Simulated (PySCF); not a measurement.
Species: norbornane, C₇H₁₂.
Structure used (PBE0-D3(BJ)/def2-SVP), in Å, numbered top down from 1:
```
atom  x, y, z in Å
C1     1.219    0.994   -0.134
C2     1.281   -0.329   -0.944
C3     0.126   -1.153   -0.356
C4    -1.200   -0.526   -0.814
C5    -1.263    0.797   -0.006
C6     0.035    0.765    0.817
C7     0.169   -0.733    1.119
H8     2.148    1.158    0.433
H9     1.069    1.881   -0.770
H10    1.165   -0.175   -2.028
H11    2.243   -0.843   -0.795
H12    0.201   -2.231   -0.557
H13   -2.048   -1.184   -0.568
H14   -1.224   -0.366   -1.903
H15   -2.143    0.820    0.655
H16   -1.320    1.690   -0.647
H17    0.026    1.439    1.686
H18    1.116   -0.994    1.619
H19   -0.667   -1.135    1.713
```

The calculation used PySCF, TDDFT CAM-B3LYP/def2-SVPD, vertical, gas phase, core orbitals frozen in the response.

Transition dipole moments from the ground state, in atomic units and in the frame of the coordinates above (overall signs are arbitrary), for the states with f of 0.002 or more among the lowest 10:

| state | E (eV) | μx | μy | μz |
| --- | --- | --- | --- | --- |
| S4 | 8.821 | -0.462 | -0.037 | 0.024 |
| S6 | 8.938 | 0.010 | -0.204 | -0.124 |
| S7 | 9.080 | -0.048 | 0.293 | -0.483 |
| S10 | 9.234 | -0.023 | 0.503 | 0.307 |

Q: Work out the oscillator strengths.

A: f = (2/3) ΔE |μ|² with ΔE in hartree (27.2114 eV).

| state | \|μ\|² (au) | \|μ\| (D) | f |
| --- | --- | --- | --- |
| S4 | 0.215 | 1.18 | 0.046 |
| S6 | 0.057 | 0.61 | 0.012 |
| S7 | 0.322 | 1.44 | 0.072 |
| S10 | 0.348 | 1.50 | 0.079 |

Q: What is the point group, and which symmetry does each of these states have?

A: C2v. Polarised along the twofold axis, so A1: S7. Polarised across the twofold axis, so B1 or B2: S4, S6 and S10. Which of B1 and B2 hangs on the choice of axes; S4 takes one label and S6 and S10 the other.

Q: Which bond between heavy atoms lies closest to the direction of the S10 transition dipole?

A: C1–C2 and C4–C5, at 0° from it; next C3–C7 and C6–C7 at 43°.

Q: What angle do the transition dipoles of S7 and S10 make?

A: |cos θ| = |μa·μb| / (|μa| |μb|) = 0.00, so θ ≈ 90° (taken between 0 and 90°, since the signs are arbitrary).

Q: What peak molar absorption coefficient would the strongest computed level give as a lone Gaussian band 0.4 eV wide at half height?

A: ε(max) = 2.175×10⁸ f / FWHM, with the width in cm⁻¹. S10: 2.175×10⁸ × 0.0787 / 3226 ≈ 5300 L mol⁻¹ cm⁻¹.

The vertical ionisation energy (ΔSCF) is 10.29 eV, 1.06 eV above S10.

Hardware: one thread of an Arm Neoverse V2, on a shared host. Cost: 3.0 min.

Without π bonds the low states may be Rydberg-like; a valence basis with one diffuse set may place them up to an eV too high.
